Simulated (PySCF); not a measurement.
Molecule: `InChI=1S/CH3FO2Si/c2-5-4-1-3/h1H,5H2`.

Molfile (atoms numbered from 1):
```
CH3FO2Si
     RDKit          3D

  8  7  0  0  0  0  0  0  0  0999 V2000
    1.4434   -1.0421   -0.5296 O   0  0  0  0  0  0  0  0  0  0  0  0
    1.4898    0.0851   -0.1171 C   0  0  0  0  0  0  0  0  0  0  0  0
    0.4130    0.7790    0.2317 O   0  0  0  0  0  0  0  0  0  0  0  0
   -1.0821   -0.0404    0.0827 Si  0  0  0  0  0  4  0  0  0  0  0  0
   -2.1382    1.0592    0.6099 F   0  0  0  0  0  0  0  0  0  0  0  0
    2.4221    0.6704    0.0157 H   0  0  0  0  0  0  0  0  0  0  0  0
   -1.1231   -1.2044    0.9931 H   0  0  0  0  0  0  0  0  0  0  0  0
   -1.3698   -0.3259   -1.3388 H   0  0  0  0  0  0  0  0  0  0  0  0
  1  2  2  0
  2  3  1  0
  3  4  1  0
  4  5  1  0
  2  6  1  0
  4  7  1  0
  4  8  1  0
M  END
```

Geometry PBE0-D3(BJ)/def2-SVP throughout; GIAO in PySCF 2.14, gas phase, one conformer, non-relativistic; equivalent atoms averaged; functional PBE0.

For orientation, aug-cc-pVDZ gives these shifts δ (against H2O, TMS, CFCl3 at the same level): O1 422.6, O3 216.6, C2 160.7, Si4 -4.2, F5 -186.5, H6 8.19, H7/H8 5.74 ppm.

A run gave: O1 455.6, O3 235.8, C2 166.5, Si4 -17.0, F5 -177.7, H6 8.03, H7/H8 5.65 ppm (shifts δ (against H2O, TMS, CFCl3 at the same level)).

Q: Which basis set was used in that run?
A. def2-TZVP
B. 6-311+G(2d,p)
C. IGLO-III
D. pcSseg-0

A: A. F5 tells them apart best: def2-TZVP gives -177.7, pcSseg-0 gives -227.3, 6-311+G(2d,p) gives -190.2, IGLO-III gives -185.6 ppm.
